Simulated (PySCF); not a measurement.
Here is a computed PBE0-D3(BJ)/def2-SVP geometry (Å):
```
C 
C   1  1.4970
C   2  1.5005  1  115.94
C   2  1.3483  1  120.19  3  -179.89
C   4  1.4806  2  124.58  1  -179.85
N   5  1.3644  4  114.31  2   178.63
O   5  1.2203  4  124.31  2    -1.08
H   1  1.1033  2  110.22  3   -60.12
H   1  1.0988  2  112.66  3   178.48
H   1  1.1033  2  110.41  3    56.84
H   3  1.0994  2  111.05  1     4.95
H   3  1.0986  2  111.26  1   127.50
H   3  1.1004  2  110.69  1  -116.28
H   4  1.0951  2  118.13  1     0.14
H   6  1.0081  5  122.70  4     2.24
H   6  1.0106  5  117.91  4   178.50
```
Z-matrix in Å and degrees, rows numbered from 1.

Neutral, closed shell.

**Question.** Read off the bonds between heavy atoms and their formal orders.

**Answer.** C1–C2 (single); C2–C3 (single); C2–C4 (double); C4–C5 (single); C5–N6 (single); C5–O7 (double). Hydrogens: H8, H9, H10 on C1; H11, H12, H13 on C3; H14 on C4; H15, H16 on N6.

**Question.** Write the SMILES.

**Answer.** `CC(C)=CC(N)=O`, C5H9NO, 3-methylbut-2-enamide. Among its features: amide and C=C double bond.

**Question.** Describe the place of each heavy atom.

**Answer.** C1: allylic carbon; C2: fully substituted alkene carbon; C3: allylic carbon; C4: alkene CH carbon; C5: amide carbonyl carbon; N6: amide nitrogen; O7: amide oxygen.

**Question.** What is the arrangement about C3?

**Answer.** It has 4 neighbours (C2, H11, H12, H13) and is distorted tetrahedral (angles from 104.9° to 111.3°).

**Question.** What is the arrangement about C2?

**Answer.** It has 3 neighbours (C1, C3, C4) and is planar (angles 123.9°, 120.2° and 115.9°, sum 360.0°, 0.00 Å off the plane of its three neighbours).
